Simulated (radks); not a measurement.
Results of a calculation; reference values are marked as such.
Q: The mean radii <r> (bohr) of the occupied orbitals of an atom or ion are listed with their occupations. Code: a radial shooting solver on a logarithmic mesh with Libxc functionals. Model: scalar-relativistic Kohn-Sham, LB94 model potential, spin-unpolarised, spherical densities, finite nucleus; Fermi nuclear charge, rms radius of each element as measured or else 0.836 A^(1/3) + 0.57 fm.

orbital  occ.      <r>
1s          2  0.01896
2s          2  0.08025
2p          6  0.07157
3s          2   0.2084
3p          6   0.2081
3d         10   0.1885
4s          2   0.4689
4p          6   0.4985
4d         10   0.5357
5s          2    1.119
5p          6    1.303
4f         14   0.6625

Name the element and its charge.

A: Z = 72, hafnium, charge +4: Hf4+ in [Xe] 4f14. The 1s radius gives Z: for a bare nucleus <r> = (2 gamma + 1)/(2Z) with gamma = sqrt(1 - (Z/c)^2), 0.01876 bohr for Z = 72, and screening makes it slightly larger (0.01896 here). The occupations add up to 68, and the charge is Z minus that.
